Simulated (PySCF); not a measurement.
**Diatomic cations of B with group 15**

HF with triple-zeta basis sets in PySCF, for the lowest determinant that a PBE0 search found; no spin–orbit coupling. De refers to high-spin ground-configuration atoms (the charge goes to the atom of lower measured ionisation energy or higher electron affinity, which is not always the lowest computed limit). A positive dipole points towards B; it is taken about the centre of mass and depends on that origin.

| M | basis | reference | charged atom | state (unpaired electrons) | Re (Å) | ωe (cm⁻¹) | De (eV) | μ (D) |
| --- | --- | --- | --- | --- | --- | --- | --- | --- |
| N | cc-pVTZ | UHF | B+ | quartet (σ ↑, π ↑↑) | 1.413 | 1222 | 0.84 | 3.44 |
| P | def2-TZVPPD | UHF | B+ | quartet (σ ↑, π ↑↑) | 1.831 | 769 | 1.90 | 2.24 |
| As | def2-TZVPPD | UHF | B+ | quartet (σ ↑, π ↑↑) | 1.974 | 554 | 1.72 | 3.33 |

The shortest bond is that of BN⁺ (1.413 Å), the longest that of BAs⁺ (1.974 Å).

The rows differ in basis set, which adds steps of its own.

Down a group the atoms grow and get heavier, so bonds lengthen and wavenumbers fall; this series shows no clear exception.

Spin–orbit coupling is left out. For an ion De counts to the pair picked by the measured ionisation energies or electron affinities, which need not be the lowest pair at this level. Hartree–Fock leaves out correlation, which carries a large part of most bond energies and some tenths to 1 eV of ionisation energies. States were picked by a PBE0 search and need not be the measured ground states.
